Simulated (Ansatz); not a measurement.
The same path of FH4OSi2 (8 atoms, charge 1, multiplicity 1) was run 3 times with different band settings. The coordinate that changes most is the dihedral O1–Si2–Si4–H8.

These are results of Ansatz, RKS r2SCAN-D4/def2-SVP, not measurements.

Relaxed end points:

```xyz
8
Properties=species:S:1:pos:R:3
O 1.532 0.942 -1.002
Si 0.882 -0.079 0.029
F 1.897 -0.958 0.876
Si -1.462 -0.248 0.294
H 2.459 1.144 -1.218
H -1.680 0.546 1.531
H -1.966 0.364 -0.957
H -1.662 -1.710 0.447
```

```xyz
8
Properties=species:S:1:pos:R:3
O 1.657 -1.098 -0.557
Si 0.867 0.175 -0.026
F 1.750 1.442 0.342
Si -1.487 0.178 0.210
H 2.604 -1.258 -0.706
H -1.648 0.377 1.672
H -1.881 1.342 -0.623
H -1.861 -1.158 -0.311
```

Common settings: spring 5.0 eV/Å²; start path IDPP; force threshold 0.03 eV/Å; iteration limit 60; end points relaxed.

| run | movable images | climbing image | optimiser | largest step |
| --- | --- | --- | --- | --- |
| 1 | 7 | yes | quadratic models (default) | default |
| 2 | 3 | no | quadratic models (default) | default |
| 3 | 7 | yes | lbfgs | 0.5 Å |

Problem. What does each run give, and how far can it be trusted?

Solution. Run 1: converged after 8 iterations, highest image 0.002 eV above the first end. The top lies less than 8 meV above the higher end, about what the thresholds resolve: the motion is nearly free. A vibrational analysis at the climbing image gives no mode beyond 40i cm⁻¹: the surface is too flat there to confirm a saddle point.
Run 2: converged after 9 iterations, highest image 0.002 eV above the first end. The top lies less than 8 meV above the higher end, about what the thresholds resolve: the motion is nearly free. No image climbed, so the highest image needn't sit at the top of the path. So few images can step over the top or miss a turn of the path.
Run 3: converged after 33 iterations, highest image 0.002 eV above the first end. The top lies less than 8 meV above the higher end, about what the thresholds resolve: the motion is nearly free. Another band between the same ends (7 images) ends at a top of the same energy, where a vibrational analysis finds no clearly imaginary modes.
